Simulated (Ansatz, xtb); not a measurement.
# GaGeH6P: which of two isomers lies lower

We compare X, `[GaH2][PH][GeH3]`, a singlet, with Y, `[PH2][GaH][GeH3]`, a singlet. Both are isolated molecules in the gas phase, relaxed with BLYP-D3(BJ)/def2-SVP, each in the lowest conformer that the search found.

Which of the two would you expect CCSD(T)/def2-SVP + ΔMP2/def2-TZVPP electronic energies to favour?

Structure Y; the calculation gives E(Y) − E(X) = −9.3 kJ/mol.

The same difference at several levels:

```json
{"level": "GFN2-xTB", "geometry": "GFN2-xTB", "E(Y) − E(X) (kJ/mol)": "−4.0", "departure from the last row (kJ/mol)": "+5.2", "job, with rough time for the two": "optimisation, 0.43 s"}
{"level": "HF/STO-3G", "geometry": "GFN2-xTB", "E(Y) − E(X) (kJ/mol)": "−6.4", "departure from the last row (kJ/mol)": "+2.9", "job, with rough time for the two": "single point, 3 s"}
{"level": "r2SCAN-D4/def2-SVP", "geometry": "GFN2-xTB", "E(Y) − E(X) (kJ/mol)": "−5.9", "departure from the last row (kJ/mol)": "+3.4", "job, with rough time for the two": "single point, 4.5 s"}
{"level": "BLYP-D3(BJ)/def2-SVP", "geometry": "BLYP-D3(BJ)/def2-SVP", "E(Y) − E(X) (kJ/mol)": "−11.8", "departure from the last row (kJ/mol)": "−2.5", "job, with rough time for the two": "optimisation, 1.9 min"}
{"level": "HF/def2-SVP", "geometry": "BLYP-D3(BJ)/def2-SVP", "E(Y) − E(X) (kJ/mol)": "−6.3", "departure from the last row (kJ/mol)": "+3.0", "job, with rough time for the two": "part of the CCSD(T) run"}
{"level": "MP2/def2-SVP", "geometry": "BLYP-D3(BJ)/def2-SVP", "E(Y) − E(X) (kJ/mol)": "−4.0", "departure from the last row (kJ/mol)": "+5.3", "job, with rough time for the two": "part of the CCSD(T) run"}
{"level": "CCSD(T)/def2-SVP", "geometry": "BLYP-D3(BJ)/def2-SVP", "E(Y) − E(X) (kJ/mol)": "−8.7", "departure from the last row (kJ/mol)": "+0.6", "job, with rough time for the two": "single point"}
{"level": "CCSD(T)/def2-SVP + ΔMP2/def2-TZVPP", "geometry": "BLYP-D3(BJ)/def2-SVP", "E(Y) − E(X) (kJ/mol)": "−9.3", "departure from the last row (kJ/mol)": "", "job, with rough time for the two": "single point, 40 s"}
```

As drawn, Y has 1 Ga–Ge, 1 P–H in place of 1 Ge–P, 1 Ga–H.

The levels shown agree on the order. The largest departure from CCSD(T)/def2-SVP + ΔMP2/def2-TZVPP is that of MP2/def2-SVP, 5.3 kJ/mol. The last row adds to CCSD(T) the change of the MP2 difference between the two basis sets, here −0.6 kJ/mol.

With harmonic frequencies from BLYP-D3(BJ)/def2-SVP (ideal gas, rigid rotor, one conformer each, 298.15 K, 1 atm): on the last row, ΔE + ΔZPE = −8.6 kJ/mol. A mode under 50 cm⁻¹ makes harmonic enthalpies and free energies unreliable, so none is given.

The correlated steps freeze 23 core orbitals; the filled d shell of Ga and Ge is correlated, in a basis made for valence electrons. Codes used: Ansatz 0.2.0, xtb 6.7.1; the last row on 2 threads of Arm Neoverse V2 on a shared host.
